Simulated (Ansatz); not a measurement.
All values below come from B3LYP-D3(BJ)/def2-TZVP (Ansatz, a first-principles code). No frequencies were computed at this level.

Ansatz 0.2 input:
```yaml
crystal:
  periodic: [false, false, false]
  atoms:
    - { symbol: O, position_ang: [1.733414, 0.072172, -0.359632] }
    - { symbol: B, position_ang: [0.458732, -0.039602, -0.020138] }
    - { symbol: C, position_ang: [-1.017297, 0.2417, -0.150353] }
    - { symbol: O, position_ang: [-0.368588, -0.626823, 0.854658] }
    - { symbol: H, position_ang: [2.359173, -0.422113, 0.172557] }
    - { symbol: H, position_ang: [-1.496978, 1.096368, 0.30907] }
    - { symbol: H, position_ang: [-1.668456, -0.321702, -0.806164] }
basis:
  gaussian: { orbitals: def2-tzvp }
hamiltonian:
  xc: b3lyp
  dispersion: d3bj
relax:
  max_steps: 150
```

Output:

```
Functional definition: B3LYP
783 factors; their error is unknown
mean field evaluation 1: about -5851.5081 eV, gradient 6.9e1 eV
mean field evaluation 2: about -5842.5002 eV, gradient 9.9e1 eV
mean field evaluation 4: about -5859.7987 eV, gradient 5.5e0 eV
mean field evaluation 8: about -5859.8482 eV, gradient 4.2e-1 eV
mean field evaluation 16: about -5859.8485 eV, gradient 9.9e-6 eV
mean field -5859.84845247 eV, -215.3454586802 hartree, gradient 9.9e-6 eV, S^2 0.000000; 0 other end points of the search recorded, 0 dependent functions left out
reference -5859.84867150 eV, -215.3454667297 hartree; 15, 15 occupied and 127, 127 virtual orbitals, 783 factors
relax step   1: F+E_penalty+E_count = -5859.99751152 eV  Δ(F+E_penalty+E_count) = +0.000e0 eV  max|allowed force component| = 9.424e-1 eV/Å  Δτ_max = 0.0000 Å  (28 SCF iters, accepted)
these checks for a lower state are left out or cut short: starts, cluster_reference, orbital_swaps, neighbouring_geometries, increment
783 factors; their error is unknown
mean field -5859.87981844 eV, -215.3466113583 hartree, gradient 1.4e-5 eV, S^2 0.000000; 0 other end points of the search recorded, 0 dependent functions left out
reference -5859.88003758 eV, -215.3466194118 hartree; 15, 15 occupied and 127, 127 virtual orbitals, 783 factors
relax step   2: F+E_penalty+E_count = -5860.02871008 eV  Δ(F+E_penalty+E_count) = -3.120e-2 eV  max|allowed force component| = 5.068e-1 eV/Å  Δτ_max = 0.0272 Å  (33 SCF iters, accepted)
these checks for a lower state are left out or cut short: starts, cluster_reference, orbital_swaps, neighbouring_geometries, increment
783 factors; their error is unknown
mean field -5859.89554854 eV, -215.3471894292 hartree, gradient 1.4e-5 eV, S^2 0.000000; 0 other end points of the search recorded, 0 dependent functions left out
reference -5859.89576692 eV, -215.3471974542 hartree; 15, 15 occupied and 127, 127 virtual orbitals, 783 factors
relax step   3: F+E_penalty+E_count = -5860.04434445 eV  Δ(F+E_penalty+E_count) = -1.563e-2 eV  max|allowed force component| = 2.114e-1 eV/Å  Δτ_max = 0.0180 Å  (33 SCF iters, accepted)
these checks for a lower state are left out or cut short: starts, cluster_reference, orbital_swaps, neighbouring_geometries, increment
783 factors; their error is unknown
mean field evaluation 32: about -5859.9011 eV, gradient 3.6e-3 eV
mean field -5859.89873432 eV, -215.3473065043 hartree, gradient 1.4e-5 eV, S^2 0.000000; 0 other end points of the search recorded, 0 dependent functions left out
reference -5859.89895194 eV, -215.3473145017 hartree; 15, 15 occupied and 127, 127 virtual orbitals, 783 factors
relax step   4: F+E_penalty+E_count = -5860.04767463 eV  Δ(F+E_penalty+E_count) = -3.330e-3 eV  max|allowed force component| = 6.633e-2 eV/Å  Δτ_max = 0.0110 Å  (33 SCF iters, accepted)
these checks for a lower state are left out or cut short: starts, cluster_reference, orbital_swaps, neighbouring_geometries, increment
783 factors; their error is unknown
mean field -5859.89913335 eV, -215.3473211684 hartree, gradient 1.4e-5 eV, S^2 0.000000; 0 other end points of the search recorded, 0 dependent functions left out
reference -5859.89935055 eV, -215.3473291504 hartree; 15, 15 occupied and 127, 127 virtual orbitals, 783 factors
relax step   5: F+E_penalty+E_count = -5860.04820859 eV  Δ(F+E_penalty+E_count) = -5.340e-4 eV  max|allowed force component| = 4.982e-2 eV/Å  Δτ_max = 0.0119 Å  (33 SCF iters, accepted)
these checks for a lower state are left out or cut short: starts, cluster_reference, orbital_swaps, neighbouring_geometries, increment
783 factors; their error is unknown
mean field -5859.89916631 eV, -215.3473223795 hartree, gradient 1.4e-5 eV, S^2 0.000000; 0 other end points of the search recorded, 0 dependent functions left out
reference -5859.89938352 eV, -215.3473303619 hartree; 15, 15 occupied and 127, 127 virtual orbitals, 783 factors
relax step   6: F+E_penalty+E_count = -5860.04824267 eV  Δ(F+E_penalty+E_count) = -3.408e-5 eV  max|allowed force component| = 7.184e-3 eV/Å  Δτ_max = 0.0008 Å  (35 SCF iters, accepted)
783 factors; their error is unknown
mean field evaluation 64: about -5859.9016 eV, gradient 3.7e-1 eV
mean field -5859.89916631 eV, -215.3473223795 hartree, gradient 1.4e-5 eV, S^2 0.000000; 1 other end points of the search recorded, 0 dependent functions left out
reference -5859.89938352 eV, -215.3473303619 hartree; 15, 15 occupied and 127, 127 virtual orbitals, 783 factors
Total energy: -5860.04845988 eV, -215.3528088171 hartree
Atom 0 at     1.738699     0.079942    -0.370047 Å, force    -0.001439    -0.000633     0.001038 eV/Å
Atom 1 at     0.446640    -0.035728    -0.023487 Å, force     0.007184    -0.000015    -0.001091 eV/Å
Atom 2 at    -1.024862     0.249754    -0.159521 Å, force    -0.004980     0.000961    -0.000463 eV/Å
Atom 3 at    -0.326359    -0.651908     0.879635 Å, force     0.000094    -0.000366     0.000451 eV/Å
Atom 4 at     2.340689    -0.429926     0.185625 Å, force    -0.000548     0.000126    -0.000081 eV/Å
Atom 5 at    -1.500907     1.106821     0.304320 Å, force    -0.000042     0.000888     0.000797 eV/Å
Atom 6 at    -1.673899    -0.318955    -0.816526 Å, force    -0.000270    -0.000961    -0.000651 eV/Å
Dipole moment:     0.133776     0.014503    -0.039094 e Å
```

Cost: about 25 core-seconds (a rough figure).
